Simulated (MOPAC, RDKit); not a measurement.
Dimer: SiH4 (SMILES [SiH4]) (first 5 atoms) with CH3F (SMILES CF); geometry from B3LYP-D3(BJ)/def2-TZVP, rigid monomers moved along the line of their centres of mass till Si1···F7 is 2.84 Å.
(charge 0, multiplicity 1):
```csv
atom,x (Å),y (Å),z (Å)
Si,0.1615,0.1312,0.0392
H,-1.1606,0.4778,0.6067
H,1.1514,1.1778,0.3670
H,0.0327,0.0251,-1.4342
H,0.6023,-1.1777,0.5712
C,-0.4739,-0.6988,3.3667
F,0.3654,0.2941,2.8687
H,-0.0847,-1.6701,3.0610
H,-0.4934,-0.6229,4.4541
H,-1.4732,-0.5478,2.9580
```

Interaction energies are E(AB) − E(A) − E(B) at the monomers' geometry in the complex; basis-set methods are counterpoise corrected.

The state that AM1, PM3, PM7 reach isn't checked; PM7 holds dispersion and hydrogen-bond terms.

The values were computed with MOPAC for AM1, PM3, PM7 (differences of heats of formation); RDKit for the force fields. Values without a source in brackets are computed.

**Question.** One of these levels gives 7.4 kJ/mol for the interaction energy. Which?
A. PM3
B. PM7
C. MMFF94
D. AM1

**Answer.** B, PM7. The others give 15.6 (MMFF94), 19.7 (AM1), 13.8 (PM3)
